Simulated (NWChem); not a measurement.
The numbers come from NWChem runs, not from measurements. System: AlP, charge 0, spin multiplicity 3, at a geometry optimised with UPBE0/def2-SVP. The structure started from a generated list of species. Its SCF solution wasn't tested for a lower state. Level: G0W0@UBHandHLYP/def2-TZVP, RI basis def2-tzvp-rifit.

Job file:

```
start mol
memory heap 200 mb stack 700 mb global 1700 mb
geometry units angstroms nocenter noautoz
  Al     0.000000     0.000000     1.182537
  P      0.000000     0.000000    -1.024865
  symmetry group C2v
end
basis spherical
  * library def2-tzvp
end
basis "ri basis" bse spherical
  * library def2-tzvp-rifit
end
dft
  xc bhlyp
  odft
  mult 3
  iterations 100
  direct
  tolerances tight
end
task dft energy
gw
  states alpha occ 4 vir 2
  states beta occ 4 vir 2
end
task dft gw
```

Part of the output:

```
             Northwest Computational Chemistry Package (NWChem) 7.3.0
             --------------------------------------------------------

                                NWChem Input Module
                                -------------------

 Scaling coordinates for geometry "geometry" by  1.889725989
 (inverse scale =  0.529177249)

 Turning off AUTOSYM since
 SYMMETRY directive was detected!

                             Geometry "geometry" -> ""
                             -------------------------

 Output coordinates in angstroms (scale by  1.889725989 to convert to a.u.)

  No.       Tag          Charge          X              Y              Z
 ---- ---------------- ---------- -------------- -------------- --------------
    1 Al                  13.0000     0.00000000     0.00000000     1.18253700
    2 P                   15.0000     0.00000000     0.00000000    -1.02486500

 Effective nuclear repulsion energy (a.u.)      46.7470644472

            Nuclear Dipole moment (a.u.)
            ----------------------------
        X                 Y               Z
 ---------------- ---------------- ----------------
     0.0000000000     0.0000000000     0.0000113384

      Symmetry information
      --------------------

 Group name             C2v
 Group number             16
 Group order               4
 No. of unique centers     2

      Symmetry unique atoms

     1    2


 Summary of "ao basis" -> "" (spherical)
 ------------------------------------------------------------------------------
       Tag                 Description            Shells   Functions and Types
 ---------------- ------------------------------  ------  ---------------------
 *                         def2-tzvp                  on all atoms

 new library libraries.bse/

 Summary of "ri basis" -> "" (spherical)
 ------------------------------------------------------------------------------
       Tag                 Description            Shells   Functions and Types
 ---------------- ------------------------------  ------  ---------------------
 *                      def2-tzvp-rifit               on all atoms
[...]
     1   0 0 1      1.024347      0.845612      0.178724      0.000011

     2   2 0 0    -21.229930    -11.820930     -9.409000      0.000000
     2   1 1 0     -0.000000     -0.000000     -0.000000      0.000000
     2   1 0 1      0.000000     -0.000000      0.000000      0.000000
     2   0 2 0    -18.052173    -11.965878     -6.086295      0.000000
     2   0 1 1      0.000000      0.000000      0.000000      0.000000
     2   0 0 2    -18.641962    -78.638339    -61.185344    121.181721

 Task  times  cpu:        3.5s     wall:        3.5s

                                NWChem Input Module
                                -------------------

                                 NWChem GW Module
                                 ----------------

                             ***********************
                             ***        GW       ***
                             ***********************

 Summary of "ri basis" -> "ri basis" (spherical)
 ------------------------------------------------------------------------------
       Tag                 Description            Shells   Functions and Types
 ---------------- ------------------------------  ------  ---------------------
 Al                     def2-tzvp-rifit             29      113   9s7p6d5f2g
 P                      def2-tzvp-rifit             29      113   9s7p6d5f2g

                 Memory Information
                 ------------------
          Available GA per process is          1699.9 MBs
          Available stack per process is        700.0 MBs
          Available heap per process is           0.0 MBs

          Peak memory in Initialization
              Peak GA per process is                  4.5 MBs
              Peak stack per process is               0.1 MBs
              Peak heap per process is                4.7 MBs
              Memory not in MA per process            0.0 MBs

          Peak memory in AFF Calculation
              Peak GA per process is                 28.4 MBs
              Peak stack per process is              21.5 MBs
              Peak heap per process is                0.0 MBs
              Memory not in MA per process           21.5 MBs

          Computing 2-center integrals
          Computing Inverse Cholesky factor
          Computing 3-center integrals
          Computing V_xc ...

          Computing Sigma_x
          Computing RPA polarizability
          Solving quasiparticle equations

                  Alpha Orbitals
          State     Energy (eV)     Error (eV)
          -----------------------------------
@GW        12        -11.524           0.003
@GW        13         -9.021           0.002
@GW        14         -8.613           0.003
@GW        15         -8.106           0.002
@GW        16         -0.036           0.002
@GW        17          0.267           0.002

                   Beta Orbitals
          State     Energy (eV)     Error (eV)
          -----------------------------------
@GW        10        -81.124           0.004
@GW        11        -15.923           0.002
@GW        12        -10.363           0.004
@GW        13         -7.609           0.002
@GW        14         -1.684           0.002
@GW        15         -1.589           0.002

   Applying  -1.1179 eV scissor-shift to rest of particle states

   Applying   0.9161 eV scissor-shift to rest of hole states

   Applying  -1.0780 eV scissor-shift to rest of particle states

   Applying   1.1292 eV scissor-shift to rest of hole states

     GW Timing Statistics
   ------------------------
   Init.   :          0.0s
     ERIs  :          0.2s
     Distr.:          0.0s
     Vxc   :          0.3s
   Sigma_x :          0.0s
   RPA     :          0.9s
   Wmn     :          0.0s
   Sigma_c :          0.0s
   GW total:          1.5s

 Task  times  cpu:        1.5s     wall:        1.5s

 Total times  cpu:        4.9s     wall:        4.9s
```
